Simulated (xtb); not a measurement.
H6AgN2 (SMILES [NH3]->[Ag+]<-[NH3]), charge +1, singlet, from a rough starting geometry (GFN-xTB shapes and energies of metal compounds can be far from the true ones); GFN2-xTB (xtb 6.7.1).

xtb was given this input:
```
$ xtb mol.xyz --gfn 2 --chrg 1 --opt vtight --json

# file mol.xyz
9

Ag    -0.00934237     0.04916811     0.01581735
N     -1.25576211    -0.64550681     1.80662545
H     -1.64665060     0.04934726     2.25075214
H     -0.72782959    -1.19804432     2.45056223
H     -1.99748643    -1.27181875     1.53817301
N      1.24170865     0.70420594    -1.81780652
H      0.99103097     1.62527547    -2.10018535
H      1.07923297     0.02957586    -2.54855077
H      2.26342637     0.67353157    -1.50610535
```

Problem. What does xtb print? Leave out banner, timings and long lists.

Solution. 
```
   ID    Z sym.   atoms
    1   47 Ag     1
    2    7 N      2, 6
    3    1 H      3-5, 7-9

           -------------------------------------------------
          |                Calculation Setup                |
           -------------------------------------------------

           -------------------------------------------------
          |                 G F N 2 - x T B                 |
           -------------------------------------------------

          ...................................................
          :                      SETUP                      :
          :.................................................:
          :  # basis functions                  24          :
          :  # atomic orbitals                  23          :
          :  # shells                           13          :
          :  # electrons                        26          :
          :  max. iterations                   250          :
          :  Hamiltonian                  GFN2-xTB          :
          :  restarted?                      false          :
          :  GBSA solvation                  false          :
          :  PC potential                    false          :
          :  electronic temp.          300.0000000     K    :
          :  accuracy                    1.0000000          :
          :  -> integral cutoff          0.2500000E+02      :
          :  -> integral neglect         0.1000000E-07      :
          :  -> SCF convergence          0.1000000E-05 Eh   :
          :  -> wf. convergence          0.1000000E-03 e    :
          :  Broyden damping             0.4000000          :
          :  net charge                          1          :
          :  unpaired electrons                  0          :
          ...................................................

 iter      E             dE          RMSdq      gap      omega  full diag
   1    -12.3936588 -0.123937E+02  0.118E+01    4.86       0.0  T
   2    -12.5194602 -0.125801E+00  0.346E+00    5.31       1.0  T
   3    -12.5200921 -0.631921E-03  0.153E+00    5.21       1.0  T
   4    -12.5201927 -0.100581E-03  0.265E-01    5.19       1.0  T
   5    -12.5202013 -0.861486E-05  0.774E-02    5.22       1.0  T
   6    -12.5202033 -0.200408E-05  0.308E-02    5.22       1.1  T
   7    -12.5202036 -0.304559E-06  0.750E-03    5.22       4.4  T
   8    -12.5202036 -0.250210E-07  0.386E-03    5.22       8.6  T
   9    -12.5202036 -0.306560E-08  0.718E-04    5.22      46.4  T
[...]
         :: total energy             -12.382708707778 Eh    ::
 * total energy  :   -12.3827087 Eh     change       -0.1564917E-09 Eh
 * total energy  :   -12.3972745 Eh     change       -0.1456583E-01 Eh
 * total energy  :   -12.3981011 Eh     change       -0.8265777E-03 Eh
 * total energy  :   -12.3981981 Eh     change       -0.9701687E-04 Eh
 * total energy  :   -12.3982255 Eh     change       -0.2734652E-04 Eh
 * total energy  :   -12.3982313 Eh     change       -0.5825915E-05 Eh
 * total energy  :   -12.3982323 Eh     change       -0.9812234E-06 Eh
 * total energy  :   -12.3982325 Eh     change       -0.2025901E-06 Eh
 * total energy  :   -12.3982326 Eh     change       -0.9495987E-07 Eh
   *** GEOMETRY OPTIMIZATION CONVERGED AFTER 9 ITERATIONS ***
         :: total energy             -12.398232583145 Eh    ::
[...]
     3   1 H        0.860     0.224     0.991     1.559
     4   1 H        0.860     0.224     0.991     1.559
     5   1 H        0.860     0.224     0.991     1.559
     6   7 N        3.257    -0.332    28.527     7.933
     7   1 H        0.860     0.224     0.991     1.559
     8   1 H        0.860     0.224     0.991     1.559
     9   1 H        0.860     0.224     0.991     1.559

 Mol. C6AA /au·bohr⁶  :       1034.151494
 Mol. C8AA /au·bohr⁸  :      47502.042590
 Mol. α(0) /au        :         57.782342

Wiberg/Mayer (AO) data.
largest (>0.10) Wiberg bond orders for each atom

 ---------------------------------------------------------------------------
     #   Z sym  total        # sym  WBO       # sym  WBO       # sym  WBO
 ---------------------------------------------------------------------------
     1  47 Ag   1.139 --     2 N    0.533     6 N    0.533
     2   7 N    3.362 --     4 H    0.935     3 H    0.935     5 H    0.935
                             1 Ag   0.533
     3   1 H    0.950 --     2 N    0.935
     4   1 H    0.950 --     2 N    0.935
     5   1 H    0.950 --     2 N    0.935
     6   7 N    3.362 --     8 H    0.935     7 H    0.935     9 H    0.935
                             1 Ag   0.533
     7   1 H    0.950 --     6 N    0.935
     8   1 H    0.950 --     6 N    0.935
     9   1 H    0.950 --     6 N    0.935
 ---------------------------------------------------------------------------

Topologies differ in total number of bonds
Writing topology from bond orders to xtbtopo.mol

molecular dipole:
                 x           y           z       tot (Debye)
 q only:       -0.013       0.003       0.019
   full:       -0.013       0.004       0.019       0.059
molecular quadrupole (traceless):
                xx          xy          yy          xz          yz          zz
 q only:       -0.981       4.758      -7.208     -12.576      -6.799       8.189
  q+dip:       -1.180       5.724      -8.670     -15.128      -8.179       9.850
   full:       -1.074       5.214      -7.898     -13.781      -7.451       8.972

optimized geometry written to: xtbopt.xyz

           -------------------------------------------------
          | TOTAL ENERGY              -12.398232583145 Eh   |
          | GRADIENT NORM               0.000061315150 Eh/α |
          | HOMO-LUMO GAP               5.321676422710 eV   |
           -------------------------------------------------

normal termination of xtb
```
